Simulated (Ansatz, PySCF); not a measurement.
System: sum formula HSF$_{2}$, charge 1, multiplicity 1. SMILES: F[SH+]F
Geometry: optimised at B3LYP-D3(BJ)/def2-TZVP (Ansatz, a first-principles code).

PBE beside other levels, property by property. Correlated levels leave the core frozen unless marked. UHF or UKS for open shells. Spin-orbit coupling is left out. Non-relativistic. Basis-set limits of correlation are two-point, X^-3; Hartree-Fock from the larger set. [CCSD(T)-MP2]/basis is that difference in the basis named. Vertical energies are electronic, to the SCF solution reached for that spin. Anions need diffuse functions, of which def2-TZVPD holds fewer than the aug- sets. The coupled-cluster column (Ansatz) is a level with limits of its own: RI-MP2/CBS(aug-cc-pV(T+d)Z,aug-cc-pV(Q+d)Z)+[CCSD(T)-MP2]/aug-cc-pV(T+d)Z.

```json
[
 {"property": "vertical triplet-singlet gap (eV)", "M06-2X/def2-TZVPD (PySCF)": "5.80", "RI-MP2/CBS(aug-cc-pV(T+d)Z,aug-cc-pV(Q+d)Z) (Ansatz)": "5.84", "CCSD(T)/aug-cc-pV(D+d)Z (Ansatz)": "5.78", "coupled cluster": "5.79"},
 {"property": "vertical electron affinity to the doublet (eV)", "M06-2X/def2-TZVPD (PySCF)": "6.54", "RI-MP2/CBS(aug-cc-pV(T+d)Z,aug-cc-pV(Q+d)Z) (Ansatz)": "6.52", "CCSD(T)/aug-cc-pV(D+d)Z (Ansatz)": "6.29", "coupled cluster": "6.56"},
 {"property": "vertical ionisation energy to the doublet (eV)", "M06-2X/def2-TZVPD (PySCF)": "21.24", "RI-MP2/CBS(aug-cc-pV(T+d)Z,aug-cc-pV(Q+d)Z) (Ansatz)": "21.24", "CCSD(T)/aug-cc-pV(D+d)Z (Ansatz)": "20.95", "coupled cluster": "21.24"}
]
```

Question: What does PBE/def2-TZVPD (Ansatz) give for each property, and on which side of coupled cluster does it fall?

Answer: 
- vertical triplet-singlet gap: PBE lies 0.58 eV below coupled cluster; PBE gives 5.21 eV.
- vertical electron affinity to the doublet: PBE lies 0.04 eV above coupled cluster; PBE gives 6.60 eV.
- vertical ionisation energy to the doublet: PBE lies 0.74 eV below coupled cluster; PBE gives 20.50 eV.
